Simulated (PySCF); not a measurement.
A side-by-side comparison of computed properties.

First species: C4H6F2O.
SMILES: `C=C(OC)C(F)F`

Second species: C4H6F2O.
Cartesian coordinates in Å at the GFN2-xTB level; atoms count from 1:
```xyz
13
C4H6F2O angstrom
C     -0.3309    1.2454   -0.5299
C     -0.4162    0.0445    0.0151
C     -1.7139   -0.6538    0.3297
F     -2.7614   -0.0837   -0.3378
O      0.6355   -0.7693    0.3980
C      1.9078   -0.3859    0.0645
F      2.3275    0.6886    0.8067
H     -1.2288    1.7729   -0.7908
H      0.5993    1.7463   -0.7213
H     -1.6605   -1.7055    0.0292
H     -1.9379   -0.5885    1.4010
H      2.5727   -1.2215    0.3099
H      2.0024   -0.0889   -0.9920
```

Levels: B3LYP/def2-SVPD for dipole moment, HOMO energy, LUMO energy, HOMO–LUMO gap, static isotropic polarisability and electronic spatial extent ⟨r²⟩ about the centre of nuclear charge; TDDFT B3LYP/def2-SVPD for lowest singlet excitation; TDA B3LYP/def2-SVPD for lowest triplet excitation (Tamm–Dancoff); GFN2-xTB for rotational constant A and rotational constant C. Geometries: GFN2-xTB. Each species is one conformer at its optimised geometry, gas phase, non-relativistic unless stated; the electronic structure was computed with PySCF and density fitting.

The conformers computed, where there is a choice (atom-mapped SMILES and torsion angles):
- `[CH2:1]=[C:2]([O:3][CH3:4])[CH:5]([F:6])[F:7]`: C1–C2–O3–C4 0°, C1–C2–C5–F6 59°
- `[CH2:1]=[C:2]([CH2:3][F:4])[O:5][CH2:6][F:7]`: C1–C2–C3–F4 17°, C1–C2–O5–C6 -8°, C2–O5–C6–F7 72°

```json
{"property": "dipole moment", "column X": "3.07 D", "column Y": "1.64 D"}
{"property": "HOMO energy", "column X": "-7.05 eV", "column Y": "-7.19 eV"}
{"property": "LUMO energy", "column X": "-0.38 eV", "column Y": "-0.15 eV"}
{"property": "HOMO–LUMO gap", "column X": "6.67 eV", "column Y": "7.04 eV"}
{"property": "lowest singlet excitation", "column X": "6.45 eV", "column Y": "6.59 eV"}
{"property": "lowest triplet excitation (Tamm–Dancoff)", "column X": "4.16 eV", "column Y": "4.48 eV"}
{"property": "static isotropic polarisability", "column X": "56.4 au", "column Y": "56.1 au"}
{"property": "electronic spatial extent ⟨r²⟩ about the centre of nuclear charge", "column X": "823 bohr²", "column Y": "906 bohr²"}
{"property": "rotational constant A", "column X": "5.077 GHz", "column Y": "7.230 GHz"}
{"property": "rotational constant C", "column X": "1.539 GHz", "column Y": "1.197 GHz"}
```

Q: Which column belongs to which species?

A: Column X is the first species and column Y the second. The first has 13 atoms and 56 electrons, the second 13 and 56.

Q: How does each property change from the first species to the second?

A: dipole moment -1.43 D; HOMO energy -0.14 eV; LUMO energy +0.23 eV; HOMO–LUMO gap +0.37 eV; lowest singlet excitation +0.14 eV; lowest triplet excitation (Tamm–Dancoff) +0.32 eV; static isotropic polarisability -0.3 au; electronic spatial extent ⟨r²⟩ about the centre of nuclear charge +83 bohr²; rotational constant A +2.153 GHz; rotational constant C -0.342 GHz.

On the first: In atomic units the dipole is 1.21 e·bohr (1 au = 2.5417 D). The principal polarisabilities are 45.6, 60.1 and 63.6 au; their mean is the isotropic value.

On the second: The vertical singlet–triplet gap S1 − T1 is 2.11 eV (TDDFT singlet less Tamm–Dancoff triplet; S1: HOMO→LUMO, weight 0.54, beside HOMO→LUMO+1, weight 0.40; T1: HOMO→LUMO, weight 0.90). The principal polarisabilities are 44.3, 61.6 and 62.4 au; their mean is the isotropic value.
